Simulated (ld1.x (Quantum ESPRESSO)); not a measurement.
Before and after: ultrasoft potential for Ti

Ti, ultrasoft, made with ld1.x (Quantum ESPRESSO) 7.5 (LDA (PZ), scalar-relativistic). Core [Ne] 3s2, reference 3p6 3d2 4s1.5 4p0 (charge +0.5). Waves: 4s (bound): rcut 2.35, rcutus 2.75 bohr; 4s channel at 2.7 Ry: rcut 2.35, rcutus 2.75 bohr; 3p (bound): rcut 1.85, rcutus 2.30 bohr; 4p (bound, empty): rcut 1.85, rcutus 2.30 bohr; 3d (bound): rcut 2.60, rcutus 2.90 bohr; 3d channel at -0.25 Ry: rcut 2.60, rcutus 2.90 bohr. Local part: all-electron potential smoothed inside 2.65 bohr (lloc = -1). Core correction: Bessel-smoothed model core inside 1.10 bohr. Augmentation charge: PSQ, radius 1.55 bohr.

Change: all radii but the core radius scaled by about 1.06 (s 2.92, p 2.44, d 3.08 bohr, rcut 2.50/1.96/2.76); local potential all-electron potential smoothed inside 2.82 bohr (lloc = -1); augmentation PSQ, radius 1.66 bohr.

Cutoffs: the cutoffs (Ry, on a coarse ladder) from which the occupation-weighted sum of valence levels, in a spherical-Bessel basis at the reference potential, stays within 10 and 1 mRy of its value at 400 Ry; they do not see the model core or the augmentation charge, which bear on the density cutoff. Errors are all-electron minus pseudo energies relative to the spin-unpolarised reference configuration.

Question: What does the change do?

Answer: The potential gets softer (15 Ry and 25 Ry → 15 Ry and 21 Ry); the number of tests that count goes from 8 to 3 (the test run of the changed file stopped, so its transferability is not established); of the 3 tests that both files solve, the error grows in 3 and shrinks in 0 by more than 15 % and 0.3 meV (median size 0.4 → 2.9 meV); neither file shows a bound ghost at the reference potential, the only one tested. A larger radius leaves more room for a smooth pseudo-wave, so fewer plane waves are needed. More of the atom is replaced by a form fitted at one configuration, so other configurations suffer.

| quantity | base | changed |
| --- | --- | --- |
| cutoff, loose | 15 Ry | 15 Ry |
| cutoff, tight | 25 Ry | 21 Ry |
| bound ghosts | none | none |
| tests counted (converged, no solver errors) | 8 of 9 | 3 of 9 (the test run stopped) |
| error for 3p6 3d2 4s2 4p0, meV [ΔE -3.02 eV] | +0.1 | -1.2 |
| error for 3p6 3d2 4s1 4p0, meV [ΔE 4.52 eV] | -0.4 | -2.9 |
| error for 3p6 3d2 4s0 4p0, meV [ΔE 18.32 eV] | -20 | -40 |
| lowest overlap eigenvalue by channel | s 0.79, p 0.81, d 0.36 | s 0.70, p 0.82, d 0.20 |

Base: Tests not counted: 3p6 3d3 4s1 4p0 (solver errors, printed error -1038 eV).
